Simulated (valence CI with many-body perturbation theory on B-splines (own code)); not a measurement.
The numbers below are computed, except where a source is named.
Te XLVII: magnetic and hyperfine properties of the levels

Level of theory: relativistic CI+MBPT: four valence electrons over a frozen Dirac-Fock core [He], radial functions for each j: 11 s, 11 p, 9 d, 7 f, 5 g, 2 h, 1 i, with the one-electron correlation potential Σ1, the two-electron term Σ2, the three-electron term Σ3, Breit, model QED; selected CI, second order for the rest (own B-spline code, finite nucleus).

No measured spectrum was set against this ion. As an estimate, large intervals hold to a few tenths of a per cent, small ones and those within an open d or f shell to about a per cent.

A/g_I is the dipole constant over the nuclear g factor μ/I (μ in nuclear magnetons, uniformly magnetised nucleus), B/Q the quadrupole constant per barn. Both hold the static response of the core; the bare values leave it out. Large factors of s and p1/2 electrons are usually good to 5 to 10 %; those of open d and f shells near neutrality can be off by tens of per cent, and small factors of p3/2, d and f electrons come from cancelling terms and can be off by a factor of two or in sign, in half-filled shells by more. B is blank for J = 1/2, where it vanishes, and for nearly pure S terms. Energies count from the lowest level. Levels with J = 0 are left out.

Levels are named by their leading jj configuration (3d3/2^4 stands for four electrons in 3d with j = 3/2), which in mixed levels can hold well under half, so a name can repeat and another be missing. Letters in brackets count levels of one name in rising energy.

```tsv
Level	E (Ry)	g	A/g_I (MHz)	A/g_I bare	B/Q (MHz/b)	B/Q bare
(2s^2 2p1/2 2p3/2) J=1	20.56	1.485	-100000	-87900	257000	257000
(2s^2 2p1/2 2p3/2) J=2	21.67	1.170	633000	636000	436000	437000
(2s 2p1/2^2 2p3/2) J=2	33.47	1.586	1520000	1510000	436000	437000
(2s 2p1/2^2 2p3/2) J=1	37.77	1.072	-978000	-949000	342000	343000
(2s^2 2p3/2^2) J=2	43.10	1.295	276000	283000	74700	74800
(2s 2p1/2 2p3/2^2) J=2 [a]	52.98	1.536	1130000	1130000	210000	211000
(2s 2p1/2 2p3/2^2) J=3	55.44	1.315	1370000	1370000	-1300	-1330
(2s 2p1/2 2p3/2^2) J=1 [a]	59.05	1.290	-579000	-555000	-308000	-309000
(2s 2p1/2 2p3/2^2) J=2 [b]	59.80	1.077	-22900	-7580	-143000	-143000
(2s 2p1/2 2p3/2^2) J=1 [b]	60.07	1.363	2700000	2670000	141000	142000
(2p1/2^2 2p3/2^2) J=2	73.76	1.337	248000	263000	66800	66900
(2s 2p3/2^3) J=2	78.67	1.399	1570000	1550000	-509000	-510000
(2s 2p3/2^3) J=1	82.67	1.207	-1020000	-982000	-173000	-174000
(2p1/2 2p3/2^3) J=1	94.98	1.485	-122000	-99600	-253000	-254000
(2p1/2 2p3/2^3) J=2	96.15	1.128	635000	640000	-576000	-577000
(2s^2 2p1/2 3s) J=1	340.24	1.324	1660000	1650000	-11600	-11600
(2s^2 2p1/2 3p1/2) J=1	343.99	0.654	1140000	1130000	-2730	-2730
(2s^2 2p1/2 3p3/2) J=1	350.40	1.679	1020000	1000000	59200	59300
(2s^2 2p1/2 3p3/2) J=2	351.20	1.160	499000	498000	137000	137000
(2s 2p1/2^2 3s) J=1	352.43	1.916	2050000	2030000	11900	12000
(2s^2 2p1/2 3d3/2) J=2	354.46	0.754	477000	474000	33900	34300
(2s^2 2p1/2 3d3/2) J=1	355.35	1.083	1100000	1090000	7770	7850
(2s 2p1/2^2 3p1/2) J=1	356.44	1.184	1390000	1370000	-3630	-3580
(2s^2 2p1/2 3d5/2) J=2	356.93	1.281	-254000	-253000	26100	26400
(2s^2 2p1/2 3d5/2) J=3	357.14	1.106	308000	306000	17200	17600
(2s^2 2p3/2 3s) J=2	362.26	1.488	640000	640000	498000	499000
(2s^2 2p3/2 3s) J=1	362.69	1.142	-97600	-83600	261000	262000
(2s 2p1/2^2 3p3/2) J=2	362.88	1.543	1310000	1300000	154000	154000
(2s 2p1/2^2 3p3/2) J=1	363.19	1.095	-1150000	-1130000	81400	81500
(2s 2p1/2^2 3d3/2) J=1	366.05	0.429	-1260000	-1250000	10400	10600
(2s 2p1/2^2 3d3/2) J=2	366.35	1.170	1210000	1190000	30100	30400
```

Task: Take the isotope of mass number 125, with I = 1/2, μ = -0.887 μN. What is the hyperfine structure of (2s 2p1/2^2 2p3/2) J=1?

Result: From the table A = 1740000 MHz. Shifts from the centre of gravity in MHz: F = 1/2: -1740000, F = 3/2: 870000.
